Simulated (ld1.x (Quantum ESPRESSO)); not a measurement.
Mn (Z = 25) PAW: all-electron and pseudo phase curves

manganese, PAW, made with ld1.x (Quantum ESPRESSO) 7.5 (PBE, scalar-relativistic). Core [Ar], reference 3d5 4s1.75 4p0 (charge +0.25). Waves: 4s (bound): rcut 2.00, rcutus 2.50 bohr; 4s channel at 1.75 Ry: rcut 2.00, rcutus 2.50 bohr; 4p (bound, empty): rcut 2.65, rcutus 3.05 bohr; 4p channel at 2.5 Ry: rcut 2.65, rcutus 3.05 bohr; 3d (bound): rcut 2.10, rcutus 2.20 bohr; 3d channel at -0.3 Ry: rcut 2.10, rcutus 2.20 bohr. Local part: all-electron potential smoothed inside 1.75 bohr (lloc = -1). Core correction: Bessel-smoothed model core inside 2.25 bohr. Augmentation charge: BESSEL, radius 1.50 bohr.

The phase is arctan(r·u′/u) with u = r·R(r), unwrapped; energies in Ry, scanned from -3 to 5 Ry. A pole is an energy at which the radial function vanishes at the test radius. The pseudo phase is shifted by a multiple of π to meet the all-electron one at the reference energy, and phase errors are pseudo minus all-electron; the curves can meet again beyond the range given. Levels narrower than the energy grid can be missing from the lists of poles.

**Question.** For each channel, where are the poles, and over which energies does the pseudopotential scatter like the atom?

**Answer.**

| channel | radius (bohr) | reference energy (Ry) | poles, all-electron | poles, pseudo | unbroken range about the reference energy with phases within 0.05 rad | phase error 1 Ry above the reference energy (rad) |
| --- | --- | --- | --- | --- | --- | --- |
| s | 3.32 | -0.49 | 0.24, 4.91 | 0.24, 2.42, 4.95 | below 2.3 | -0.000 |
| p | 3.32 | -0.20 | 0.95 | 0.95, 4.87 | below 4.7 | -0.001 |
| d | 3.32 | -0.64 | -0.59, 2.24 | -0.59, 2.27 | below 3.6 | +0.000 |

Phases in the s channel:

```tsv
E (Ry)	all-electron	pseudo
-3.00	1.371	1.371
-2.52	1.345	1.345
-2.04	1.304	1.304
-1.56	1.228	1.228
-1.08	1.023	1.023
-0.60	-0.308	-0.308
-0.12	-1.407	-1.407
0.36	-1.603	-1.603
0.84	-1.711	-1.712
1.32	-1.833	-1.833
1.80	-2.091	-2.091
2.28	-3.186	-3.228
2.76	-4.260	-7.384
3.24	-4.504	-7.639
3.72	-4.601	-7.739
4.20	-4.657	-7.796
4.68	-4.696	-7.835
```
